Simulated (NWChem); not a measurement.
# SeBrCl; SMILES Cl[Se]Br

```xyz
3

Se     0.7465    -0.5844     0.0000
Cl    -0.9693    -1.9204     0.0000
Br    -0.2544     1.5005     0.0000
```
Atoms are numbered in this order, from 1.

All runs use the structure optimised with PBE0/def2-SVP.

Symmetry labels are those of Cs in the frame above (b1 and b2, or b-type labels, depend on it).

### Question
List the 4 lowest vertical singlet excitations from PBE0/def2-SVPD, TDA (NWChem).

### Answer
```
state  energy (eV)  oscillator strength  symmetry  leading excitation (squared amplitude)
-----  -----------  -------------------  --------  --------------------------------------
S1            2.48                0.000        a"                      HOMO → LUMO (0.99)
S2            2.81                0.000        a"                    HOMO → LUMO+1 (0.99)
S3            4.59                0.007        a'                    HOMO−1 → LUMO (0.87)
S4            4.77                0.000        a"                    HOMO−2 → LUMO (0.99)
```
